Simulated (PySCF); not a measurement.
Compound: C3H6F2O3Si.
Structure used (GFN2-xTB), in Å, numbered top down from 1:
```
atom  x, y, z in Å
C1    -0.9770    1.3210   -1.3130
C2    -0.1629    0.4950   -0.6734
O3     1.0035    0.0936   -1.1263
Si4    2.0599   -0.9801   -0.4247
O5     2.5257   -0.5558    1.0604
O6    -0.4328   -0.0558    0.5899
C7    -1.7000   -0.0584    1.0456
F8    -1.7920   -0.9933    2.0040
F9    -2.0248    1.1142    1.6433
H10   -0.6912    1.6893   -2.2782
H11   -1.8964    1.6776   -0.8932
H12    3.2120   -0.7585   -1.2692
H13    1.4292   -2.2964   -0.4369
H14    1.9071   -0.4235    1.7762
H15   -2.4647   -0.2609    0.2736
```

Theory: TDDFT wB97X-D/def2-SVPD, vertical, gas phase, core orbitals frozen in the response (PySCF).

Ground-to-excited transition dipoles (e·a0, same axes as the geometry; the sign carries no meaning), for the states with f of 0.002 or more among the lowest 7:

```csv
state,E (eV),μx,μy,μz
S1,6.942,0.478,-0.868,0.408
S2,7.009,-0.882,0.339,-0.552
S3,7.754,0.118,-0.354,0.195
S4,7.948,-0.088,-0.077,-0.136
S5,8.063,0.346,-0.425,0.143
S6,8.184,-0.080,-0.034,0.076
S7,8.359,-0.072,0.057,0.058
```

What oscillator strength does each state have?

f = (2/3) ΔE |μ|² with ΔE in hartree (27.2114 eV).

```json
{"state": "S1", "|μ|² (au)": "1.148", "|μ| (D)": "2.72", "f": "0.195"}
{"state": "S2", "|μ|² (au)": "1.198", "|μ| (D)": "2.78", "f": "0.206"}
{"state": "S3", "|μ|² (au)": "0.178", "|μ| (D)": "1.07", "f": "0.034"}
{"state": "S4", "|μ|² (au)": "0.032", "|μ| (D)": "0.46", "f": "0.006"}
{"state": "S5", "|μ|² (au)": "0.321", "|μ| (D)": "1.44", "f": "0.063"}
{"state": "S6", "|μ|² (au)": "0.013", "|μ| (D)": "0.29", "f": "0.003"}
{"state": "S7", "|μ|² (au)": "0.012", "|μ| (D)": "0.28", "f": "0.002"}
```

What angle do the transition dipoles of S2 and S5 make?

|cos θ| = |μa·μb| / (|μa| |μb|) = 0.85, so θ ≈ 32° (taken between 0 and 90°, since the signs are arbitrary).

How is the summed strength of these states shared among x, y and z?

(2/3) Σ ΔE μα² gives 0.203 for x, 0.209 for y and 0.097 for z, 0.509 in all.

What peak molar absorption coefficient would the strongest computed level give as a lone Gaussian band 0.3 eV wide at half height?

ε(max) = 2.175×10⁸ f / FWHM, with the width in cm⁻¹. S2: 2.175×10⁸ × 0.2058 / 2420 ≈ 18000 L mol⁻¹ cm⁻¹.

On one thread, Arm Neoverse N1 (aarch64), shared host with 64 logical CPUs at a one-minute load of 60, this took 2.2 min wall and 1.1 GiB of memory at its peak.

One conformer stands for the species.
